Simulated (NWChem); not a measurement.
All runs are NWChem calculations. System: C$_{2}$H$_{6}$Si, charge 1, spin multiplicity 2, at the geometry of a parent with another charge or spin, in a state set for the comparison that need not be this species' ground state. Its SCF solution wasn't tested for a lower state. Level: UHF/def2-TZVP.

Job file:

```
start mol
memory heap 200 mb stack 900 mb global 1100 mb
charge 1
geometry units angstroms nocenter noautoz
  Si     0.000000     0.000000    -0.754273
  C     -1.332630    -0.541789     0.497378
  H     -2.336139    -0.641828     0.057092
  H     -1.387243     0.082209     1.405844
  H     -1.026315    -1.554056     0.832707
  C      1.332630     0.541789     0.497378
  H      1.387243    -0.082209     1.405844
  H      1.026315     1.554056     0.832707
  H      2.336139     0.641828     0.057092
  symmetry group C2
end
basis spherical
  * library def2-tzvp
end
scf
  uhf
  nopen 1
  maxiter 100
  thresh 1e-7
  semidirect memsize 60000000 filesize 0
  # guess.movecs holds the orbitals of an unrestricted PBE0 run
  vectors input guess.movecs output mol.movecs
end
task scf energy
```

Output (cleaned and shortened):

```
             Northwest Computational Chemistry Package (NWChem) 7.3.0
             --------------------------------------------------------

                                NWChem Input Module
                                -------------------

 Scaling coordinates for geometry "geometry" by  1.889725989
 (inverse scale =  0.529177249)

 Turning off AUTOSYM since
 SYMMETRY directive was detected!

                             Geometry "geometry" -> ""
                             -------------------------

 Output coordinates in angstroms (scale by  1.889725989 to convert to a.u.)

  No.       Tag          Charge          X              Y              Z
 ---- ---------------- ---------- -------------- -------------- --------------
    1 Si                  14.0000     0.00000000     0.00000000    -0.75427300
    2 C                    6.0000    -1.33263000    -0.54178900     0.49737800
    3 H                    1.0000    -2.33613900    -0.64182800     0.05709200
    4 H                    1.0000    -1.38724300     0.08220900     1.40584400
    5 H                    1.0000    -1.02631500    -1.55405600     0.83270700
    6 C                    6.0000     1.33263000     0.54178900     0.49737800
    7 H                    1.0000     1.38724300    -0.08220900     1.40584400
    8 H                    1.0000     1.02631500     1.55405600     0.83270700
    9 H                    1.0000     2.33613900     0.64182800     0.05709200

 Effective nuclear repulsion energy (a.u.)      97.0540827976

            Nuclear Dipole moment (a.u.)
            ----------------------------
        X                 Y               Z
 ---------------- ---------------- ----------------
     0.0000000000     0.0000000000     0.0000000000

      Symmetry information
      --------------------

 Group name             C2
 Group number              4
 Group order               2
 No. of unique centers     5

      Symmetry unique atoms

     1    2    3    4    5


 Summary of "ao basis" -> "" (spherical)
 ------------------------------------------------------------------------------
       Tag                 Description            Shells   Functions and Types
 ---------------- ------------------------------  ------  ---------------------
 *                         def2-tzvp                  on all atoms

 Summary of "ao basis" -> "ao basis" (spherical)
 ------------------------------------------------------------------------------
       Tag                 Description            Shells   Functions and Types
 ---------------- ------------------------------  ------  ---------------------
 Si                        def2-tzvp                13       37   5s5p2d1f
 C                         def2-tzvp                11       31   5s3p2d1f
 H                         def2-tzvp                 4        6   3s1p

                                 NWChem SCF Module
                                 -----------------

  ao basis        = "ao basis"
  functions       =   135
  atoms           =     9
  alpha electrons =    16
  beta  electrons =    15
  charge          =   1.00
  wavefunction    = UHF
  use symmetry    = T
  symmetry adapt  = T

 Summary of "ao basis" -> "ao basis" (spherical)
 ------------------------------------------------------------------------------
       Tag                 Description            Shells   Functions and Types
 ---------------- ------------------------------  ------  ---------------------
 Si                        def2-tzvp                13       37   5s5p2d1f
[...]
              MO Center= -1.0D-14, -6.1D-15,  7.7D-02, r^2= 2.9D+00
   Bfn.  Coefficient  Atom+Function         Bfn.  Coefficient  Atom+Function
  ----- ------------  ---------------      ----- ------------  ---------------
    15      0.330086  1 Si px                43     -0.167784  2 C  px
    92     -0.167784  6 C  px                46     -0.158722  2 C  px
    95     -0.158722  6 C  px

 Vector   16  Occ=0.000000D+00  E=-2.278487D-01  Symmetry=a
              MO Center=  1.6D-15,  3.6D-15, -1.0D+00, r^2= 3.0D+00
   Bfn.  Coefficient  Atom+Function         Bfn.  Coefficient  Atom+Function
  ----- ------------  ---------------      ----- ------------  ---------------
     5      0.513634  1 Si s                 20     -0.388625  1 Si pz
    17     -0.285613  1 Si pz                 4      0.253254  1 Si s
    42     -0.207097  2 C  s                 91     -0.207097  6 C  s
     3     -0.171819  1 Si s                 77      0.152532  4 H  s
   120      0.152532  7 H  s

 Vector   17  Occ=0.000000D+00  E=-1.734637D-01  Symmetry=b
              MO Center=  5.6D-13, -3.7D-14, -7.5D-01, r^2= 3.3D+00
   Bfn.  Coefficient  Atom+Function         Bfn.  Coefficient  Atom+Function
  ----- ------------  ---------------      ----- ------------  ---------------
    19      0.644580  1 Si py                16      0.400800  1 Si py
    18     -0.222680  1 Si px

 Vector   18  Occ=0.000000D+00  E=-4.907270D-02  Symmetry=b
              MO Center=  3.7D-15, -1.2D-16, -1.0D+00, r^2= 6.9D+00
   Bfn.  Coefficient  Atom+Function         Bfn.  Coefficient  Atom+Function
  ----- ------------  ---------------      ----- ------------  ---------------
    42      2.578828  2 C  s                 91     -2.578828  6 C  s
    18      1.891581  1 Si px                19      0.703916  1 Si py
    83     -0.468624  5 H  s                126      0.468624  8 H  s
    71     -0.456223  3 H  s                132      0.456223  9 H  s
    77     -0.451830  4 H  s                120      0.451830  7 H  s

 center of mass
 --------------
 x =  -0.00000000 y =   0.00000000 z =  -0.14779255

 moments of inertia (a.u.)
 ------------------
         141.570955596476         -83.332062341931          -0.000000000000
         -83.332062341931         308.937884669118          -0.000000000000
          -0.000000000000          -0.000000000000         258.477490052381

  Mulliken analysis of the total density
  --------------------------------------

    Atom       Charge   Shell Charges
 -----------   ------   -------------------------------------------------------
    1 Si  14    13.18   2.00  0.59  1.38  1.00  0.50  4.11  1.73  0.45  1.02  0.15  0.08  0.13  0.03
    2 C    6     6.49   0.85  1.12  0.47  0.72  0.07  1.23  1.53  0.44  0.01  0.03  0.00
    3 H    1     0.81   0.26  0.46  0.06  0.02
    4 H    1     0.80   0.25  0.46  0.07  0.02
    5 H    1     0.81   0.25  0.47  0.07  0.02
    6 C    6     6.49   0.85  1.12  0.47  0.72  0.07  1.23  1.53  0.44  0.01  0.03  0.00
    7 H    1     0.80   0.25  0.46  0.07  0.02
    8 H    1     0.81   0.25  0.47  0.07  0.02
    9 H    1     0.81   0.26  0.46  0.06  0.02

  Mulliken analysis of the alpha density
  --------------------------------------

    Atom       Charge   Shell Charges
 -----------   ------   -------------------------------------------------------
    1 Si  14     6.94   1.00  0.30  0.69  0.56  0.30  2.06  0.86  0.26  0.68  0.10  0.04  0.07  0.02
    2 C    6     3.31   0.43  0.56  0.24  0.37  0.03  0.64  0.80  0.22  0.01  0.02  0.00
    3 H    1     0.40   0.13  0.23  0.03  0.01
    4 H    1     0.41   0.13  0.23  0.04  0.01
    5 H    1     0.41   0.12  0.23  0.04  0.01
    6 C    6     3.31   0.43  0.56  0.24  0.37  0.03  0.64  0.80  0.22  0.01  0.02  0.00
    7 H    1     0.41   0.13  0.23  0.04  0.01
    8 H    1     0.41   0.12  0.23  0.04  0.01
    9 H    1     0.40   0.13  0.23  0.03  0.01

   Mulliken analysis of the beta density
   -------------------------------------

    Atom       Charge   Shell Charges
 -----------   ------   -------------------------------------------------------
    1 Si  14     6.23   1.00  0.29  0.69  0.44  0.20  2.04  0.87  0.18  0.34  0.05  0.04  0.06  0.01
    2 C    6     3.17   0.43  0.56  0.23  0.35  0.04  0.59  0.73  0.22  0.01  0.02  0.00
    3 H    1     0.41   0.13  0.24  0.03  0.01
    4 H    1     0.39   0.12  0.23  0.03  0.01
    5 H    1     0.41   0.12  0.23  0.04  0.01
    6 C    6     3.17   0.43  0.56  0.23  0.35  0.04  0.59  0.73  0.22  0.01  0.02  0.00
    7 H    1     0.39   0.12  0.23  0.03  0.01
    8 H    1     0.41   0.12  0.23  0.04  0.01
    9 H    1     0.41   0.13  0.24  0.03  0.01

   Mulliken analysis of the spin density
   -------------------------------------

    Atom       Charge   Shell Charges
 -----------   ------   -------------------------------------------------------
    1 Si  14     0.71   0.00  0.00 -0.01  0.12  0.10  0.02 -0.01  0.08  0.33  0.05  0.01  0.01  0.00
    2 C    6     0.14   0.00 -0.00  0.01  0.02 -0.01  0.06  0.06 -0.00  0.00  0.00  0.00
    3 H    1    -0.01  -0.00 -0.01 -0.00  0.00
    4 H    1     0.01   0.00  0.01  0.00  0.00
    5 H    1    -0.00  -0.00 -0.00  0.00  0.00
    6 C    6     0.14   0.00 -0.00  0.01  0.02 -0.01  0.06  0.06 -0.00  0.00  0.00  0.00
    7 H    1     0.01   0.00  0.01  0.00  0.00
    8 H    1    -0.00  -0.00 -0.00  0.00  0.00
    9 H    1    -0.01  -0.00 -0.01 -0.00  0.00

       Multipole analysis of the density wrt the origin
       ------------------------------------------------

     L   x y z        total         alpha         beta         nuclear
     -   - - -        -----         -----         ----         -------
     0   0 0 0      1.000000    -16.000000    -15.000000     32.000000

     1   1 0 0     -0.000000      0.000000     -0.000000      0.000000
     1   0 1 0      0.000000      0.000000      0.000000      0.000000
     1   0 0 1     -0.603575      0.662931     -1.266505      0.000000

     2   2 0 0    -14.514907    -76.454137    -74.409201    136.348430
     2   1 1 0      0.743173    -25.928402    -25.554042     52.225617
     2   1 0 1     -0.000000      0.000000     -0.000000     -0.000000
     2   0 2 0    -15.371302    -24.743056    -23.446351     32.818106
     2   0 1 1      0.000000      0.000000      0.000000      0.000000
     2   0 0 2    -14.546207    -40.514394    -32.167750     58.135937

 Task  times  cpu:       13.2s     wall:       13.2s

 Total times  cpu:       13.2s     wall:       13.2s
```
